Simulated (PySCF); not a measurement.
Compound: CH₈N₂Si.
Bonds: N1–C2, C2–Si3, Si3–N4. Hydrogens: H5, H6 on N1; H7, H8 on C2; H9, H10 on Si3; H11, H12 on N4.

Torsions of this conformer, `[NH2:1][CH2:2][SiH2:3][NH2:4]`: N1–C2–Si3–N4 52°, H–N1–C2–Si3 68°, H–N1–C2–Si3 -46°, H–N4–Si3–C2 -151°, H–N4–Si3–C2 71°.

The closed-shell ground state was solved at several levels (PySCF, density fitting, gas phase, non-relativistic). The structure is a single PBE0-D3(BJ)/def2-SVP conformer in the gas phase; no vibrational or solvent corrections.

```json
{"level": "PBE0/pcSseg-1", "basis functions": "115", "HOMO (eV)": "-6.29", "LUMO (eV)": "0.81", "gap (eV)": "7.10", "dipole (D)": "1.90"}
{"level": "B3LYP/def2-SVPD", "basis functions": "148", "HOMO (eV)": "-6.22", "LUMO (eV)": "0.02", "gap (eV)": "6.24", "dipole (D)": "1.72"}
```

(1) What might CAM-B3LYP/pcSseg-2 (263 basis functions) give for the same quantities?

(2) Over all these levels, which gives the widest orbital gap and which the narrowest?

(3) How far do the dipole and the HOMO energy spread over the levels?

Answers

(1) HOMO -7.82 eV, LUMO 0.91 eV, gap 8.73 eV, dipole 1.85 D.

(2) CAM-B3LYP/pcSseg-2 (range-separated hybrid) has the widest, 8.73 eV, and B3LYP/def2-SVPD (global hybrid, 20 % exact exchange) the narrowest, 6.24 eV. Functional and basis both differ between the two, so the spread mixes both effects.

(3) The dipole runs from 1.72 to 1.90 D (mean 1.82 D) and the HOMO from -7.82 to -6.22 eV.
